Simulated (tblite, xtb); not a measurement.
F$_{2}$Sr, charge -1, doublet, at a GFN2-xTB geometry (such geometries of metal compounds can be far from the true shape) (a state made from the parent by changing its charge; the spin is typed, not shown lowest). Base run: xtb with GFN1-xTB.

xtb was given this input:
```
$ xtb mol.xyz --gfn 1 --chrg -1 --uhf 1 --json

# file mol.xyz
3

Sr    -0.07458081    -0.01717285    -0.00668094
F     -0.06832655     1.51030383    -1.25445591
F      0.38322329    -1.43779623     1.28266431
```

Programs used: tblite, xtb; a row that names a program was run with it.

The base run was repeated with changes; each row names its change, and settings that it needs were set with it.

| change | ΔE vs base (mEh) | G_solv (kcal/mol) | SCF cycles |
|---|---|---|---|
| base | 0.000 | - | 25 |
| acc = 0.0001 | 0.000 | - | 28 |
| program = tblite; method = gfn1 | 0.000 | - | - |
| alpb = dmf | 62.504 | 39.14 | 37 |
| file = coord | 0.000 | - | 25 |
| etemp = 3000 | -13.923 | - | 22 |
| program = tblite; method = gfn1; option = --spin-polarized | -4.783 | - | - |
| gbsa = acetonitrile | -112.0 | -70.29 | 29 |

ALPB and GBSA are two models with their own fitted parameters for each solvent, which aren't always the measured dielectric constant.
